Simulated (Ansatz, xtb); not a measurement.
## Relative energy of two isomers of C7H5O+

Structure a: `C#Cc1cc[o+]cc1`, a singlet. Structure b: `c1coc(-c2c[cH+]2)c1`, a singlet. Both are isolated ions in the gas phase, relaxed with PBE-D3(BJ)/def2-SVP; the shapes shown needn't be the lowest conformers.

a (Å):

```
atom    x (Å)    y (Å)    z (Å)
   C   1.4150  -1.9374  -2.3267
   C   0.8145  -0.9016  -2.0561
   C   0.1259   0.2895  -1.7456
   C  -1.2969   0.3175  -1.6419
   C  -1.9225   1.5065  -1.3365
   C   0.1067   2.6497  -1.2227
   C   0.8253   1.5131  -1.5230
   O  -1.2294   2.6343  -1.1347
   H   1.9459  -2.8546  -2.5664
   H  -1.8977  -0.5887  -1.8009
   H  -3.0070   1.6549  -1.2292
   H   0.5289   3.6471  -1.0312
   H   1.9211   1.5629  -1.5869
```

b (Å):

```json
{"atom": "C", "x (Å)": "-1.2882", "y (Å)": "-1.4576", "z (Å)": "-0.9930"}
{"atom": "C", "x (Å)": "0.0233", "y (Å)": "-1.5938", "z (Å)": "-1.4520"}
{"atom": "C", "x (Å)": "0.1368", "y (Å)": "-0.2473", "z (Å)": "0.2658"}
{"atom": "C", "x (Å)": "0.8072", "y (Å)": "0.5622", "z (Å)": "1.1686"}
{"atom": "C", "x (Å)": "0.8334", "y (Å)": "1.4255", "z (Å)": "2.2798"}
{"atom": "C", "x (Å)": "1.9964", "y (Å)": "1.1371", "z (Å)": "1.6564"}
{"atom": "C", "x (Å)": "-1.2210", "y (Å)": "-0.5916", "z (Å)": "0.1130"}
{"atom": "O", "x (Å)": "0.8813", "y (Å)": "-0.8813", "z (Å)": "-0.7151"}
{"atom": "H", "x (Å)": "-2.1782", "y (Å)": "-1.9347", "z (Å)": "-1.4185"}
{"atom": "H", "x (Å)": "0.4586", "y (Å)": "-2.1636", "z (Å)": "-2.2831"}
{"atom": "H", "x (Å)": "0.2897", "y (Å)": "1.9509", "z (Å)": "3.0766"}
{"atom": "H", "x (Å)": "3.0851", "y (Å)": "1.2552", "z (Å)": "1.5746"}
{"atom": "H", "x (Å)": "-2.0490", "y (Å)": "-0.2433", "z (Å)": "0.7422"}
```

Quicker runs give these differences E(b) − E(a): GFN2-xTB +0.687 eV; HF/STO-3G +0.385 eV (at GFN2-xTB geometries); r2SCAN-D4/def2-SVP +0.174 eV (at GFN2-xTB geometries).

Problem. Estimate E(b) − E(a) at the level CCSD(T)/def2-SVP + ΔMP2/def2-TZVPP.

Solution. Calculated at CCSD(T)/def2-SVP + ΔMP2/def2-TZVPP: E(b) − E(a) = +0.474 eV, so structure a lies lower.

The same difference at several levels:

| level | geometry | E(b) − E(a) (eV) | departure from the last row (eV) | job, with rough time for the two |
| --- | --- | --- | --- | --- |
| GFN2-xTB | GFN2-xTB | +0.687 | +0.212 | optimisation, 0.24 s |
| HF/STO-3G | GFN2-xTB | +0.385 | −0.090 | single point, 0.36 s |
| r2SCAN-D4/def2-SVP | GFN2-xTB | +0.174 | −0.300 | single point, 3.8 s |
| PBE-D3(BJ)/def2-SVP | PBE-D3(BJ)/def2-SVP | +0.172 | −0.302 | optimisation, 19 s |
| HF/def2-SVP | PBE-D3(BJ)/def2-SVP | +0.219 | −0.255 | part of the CCSD(T) run |
| MP2/def2-SVP | PBE-D3(BJ)/def2-SVP | +0.426 | −0.049 | part of the CCSD(T) run |
| CCSD(T)/def2-SVP | PBE-D3(BJ)/def2-SVP | +0.464 | −0.010 | single point |
| CCSD(T)/def2-SVP + ΔMP2/def2-TZVPP | PBE-D3(BJ)/def2-SVP | +0.474 |  | single point, 76 s |

As drawn, b has 2 C∷C in place of 1 C≡C (∷ is an aromatic bond). Structure a has a 6-membered ring (with an aromatic ring), b a 3-membered ring and a 5-membered ring (with an aromatic ring).

None of the levels shown reverses the order. The largest departure from CCSD(T)/def2-SVP + ΔMP2/def2-TZVPP is that of PBE-D3(BJ)/def2-SVP, 0.302 eV. The last row adds to CCSD(T) the change of the MP2 difference between the two basis sets, here +0.010 eV.

With thermal terms from frequencies at re-optimised GFN2-xTB minima (ideal gas, soft modes damped towards free rotors, one conformer each, 298.15 K, 1 atm): the zero-point term adds −0.007 eV; ΔH is +0.464 and ΔG +0.452 eV.

The correlated steps freeze 8 core orbitals. Codes used: Ansatz 0.2.0, xtb 6.7.1; the last row on 4 threads of Arm Neoverse V1 on a shared host.
